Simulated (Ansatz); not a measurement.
Stepwise reaction of `FC[SiH3]` with hydrogen fluoride, as a gas-phase model of exchange steps in deposition or etching. ΔE in kJ/mol; ΔG adds harmonic PBE0-D4 terms to CCSD(T)/CBS, at 1 bar.

Calculated with Ansatz (gas phase, PBE0-D4/def2-TZVP geometries, no zero-point term in ΔE). CBS: MP2 limit from def2 TZ/QZ plus the TZ coupled-cluster correction, frozen cores. This one scheme is used for every species. Functionals use def2-TZVPP. B3LYP here is the variant with VWN-RPA as its local correlation; programs differ in this. Each species was taken in one conformer, which may not be the lowest.

```
step                                reaction  PBE-D4  B3LYP-D4  ωB97M-V  CCSD(T)/CBS  ΔG(600 K)
   2  `FC[SiH2]F` + H–F → `FC[SiH](F)F` + H₂  -127.8    -136.1   -136.8       -133.2     -130.1
```

Task: Give the row of step 1, `FC[SiH3]` + H–F → `FC[SiH2]F` + H₂. (Best estimate.)

Result: Ansatz gave: 
| step | reaction | PBE-D4 | B3LYP-D4 | ωB97M-V | CCSD(T)/CBS | ΔG(600 K) |
| --- | --- | --- | --- | --- | --- | --- |
| 1 | `FC[SiH3]` + H–F → `FC[SiH2]F` + H₂ | -104.2 | -113.6 | -113.5 | -110.0 | -106.8 |

Task: By hand: ΔE of the 2 steps together at CCSD(T)/CBS.

Result: (-110.0) + (-133.2) = -243.2 kJ/mol, or -121.6 kJ/mol a step.

In ΔE each step is lower than the one before. All are downhill at CCSD(T)/CBS. ΔG lies between -130.1 and -106.8 kJ/mol a step. PBE-D4 differs from CCSD(T)/CBS by 5.4 to 5.8 kJ/mol a step. Isolated molecules leave out the surface, adducts and barriers. Largest T1 diagnostic: 0.012.
